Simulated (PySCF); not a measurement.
# Xe⁺: excitation energy

Xe⁺ [Kr] 4d10 5s2 5p5 (2P) → Xe⁺ [Kr] 4d10 5s2 5p4 6s1 (4P), as a difference of total energies. All numbers are calculated (PySCF 2.14, scalar relativity by spin-free X2C-1e, in aug-cc-pwCVTZ-DK3 with one added diffuse shell each of s, p, d, f type (11s10p8d5f1g, 125 functions)). The calculations carry no spin-orbit coupling.

| method | excitation energy (cm⁻¹) |
| --- | --- |
| UHF | 90037 |
| wB97M-V | 94422 |
| BHandHLYP | 94887 |
| wB97X | 97815 |

The promoted electron is Rydberg-like, and one or two diffuse shells describe it only roughly, which tends to raise the upper state.

For comparison: 91570 cm⁻¹ (measured; NIST levels, between the centres of gravity of the two terms).
